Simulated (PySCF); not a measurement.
**Electron correlation in Cr²²⁺ (chromium, charge +22)**

Starting occupation: 1s2. Calculation: PySCF 2.14, in an uncontracted even-tempered set (17 s from 2.5 bohr⁻², ratio 2.6; 11 p from 3.2 bohr⁻², ratio 2.6; 6 d from 3.3 bohr⁻², ratio 2.8; 3 f from 150 bohr⁻², ratio 2.8); X2C-1e with screened-nucleus spin-orbit coupling, Gaussian nucleus. Frozen: nothing; 2 electrons correlated; the 34 highest virtual spinors left out.

Total MP2 correlation energy: -46.79 mhartree.

With two correlated electrons CCSD is exact within the correlated space (frozen core and kept virtual orbitals).

The virtual space was cut to 52 spinors, which keep -44.31 of the -46.79 mhartree of MP2 correlation.

| level | correlation energy (mhartree) |
| --- | --- |
| CCSD | -44.93 |

Diagnostics: T1 = 4.4e-06, largest double amplitude 0.003.

Cost of the coupled-cluster step: of the order of 4 core-seconds, for 2 occupied and 52 virtual spinors.

Iterations:

```
Init t2, MP2 energy = -0.0443108307882404
CCSD nocc = 2, nmo = 54
Init t2, MP2 energy = -0.0443108307882404
Init E_corr(GCCSD) = -0.0443108307882404
cycle = 1  E_corr(GCCSD) = -0.0449221901905872  dE = -0.000611359402  norm(t1,t2) = 0.000120275
cycle = 2  E_corr(GCCSD) = -0.044933706489418  dE = -1.15162988e-05  norm(t1,t2) = 2.72463e-06
cycle = 3  E_corr(GCCSD) = -0.0449339601330538  dE = -2.53643636e-07  norm(t1,t2) = 7.12487e-08
cycle = 4  E_corr(GCCSD) = -0.0449339598226997  dE = 3.10354138e-10  norm(t1,t2) = 5.12568e-10
GCCSD converged
E(GCCSD) = -565.3793970065578  E_corr = -0.04493395982269971
```

The coupled-cluster values are those of the cut space; adding the MP2 remainder, -2.48 mhartree, estimates the full space.
